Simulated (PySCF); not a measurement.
# Polarisability and C₆ of Te⁻ (tellurium, charge -1)

[Kr] 4d10 5s2 5p5, 2P determinant. Calculation: PySCF 2.14, in aug-cc-pVQZ-PP with ECP28MDF (7s7p5d3f2g, 92 functions); scalar relativity through the core potential. Coupled (time-dependent) response in atomic units; α is the mean over directions.

```
method  mean α (bohr³)         α xx, yy, zz  C₆ (like pair)  S(−4)
   UHF           82.64  67.36, 90.28, 90.28            1231   2103
  PBE0           93.03  74.60, 102.2, 102.2            1422   2917
```

S(−4) is the Cauchy moment in α(ω) = α(0) + S(−4) ω² + …

Spin-orbit coupling is absent.

α(iu) at PBE0:

| u (hartree) | α(iu) (bohr³) |
| --- | --- |
| 0 | 93.03 |
| 0.0500 | 86.55 |
| 0.100 | 73.15 |
| 0.200 | 49.02 |
| 0.300 | 33.76 |
| 0.500 | 18.43 |
| 0.750 | 10.50 |
| 1.00 | 6.853 |
| 1.50 | 3.702 |
| 2.00 | 2.385 |
| 3.00 | 1.272 |
| 5.00 | 0.5498 |

A single London oscillator, α(iu) = α/(1 + u²/ω²), gives C₆ = (3/4) ω α². Matching the computed C₆ needs ω = 4 × 1422 / (3 × 93.03²) = 0.219 hartree.

For an ion, C₆ is the dispersion term alone; charge-induced terms of lower order in 1/R come first.

The components differ because the open shell of this determinant is not spherical; for a pure term their mean is the scalar polarisability.

Energies and moments cover only the electrons outside the core potential.
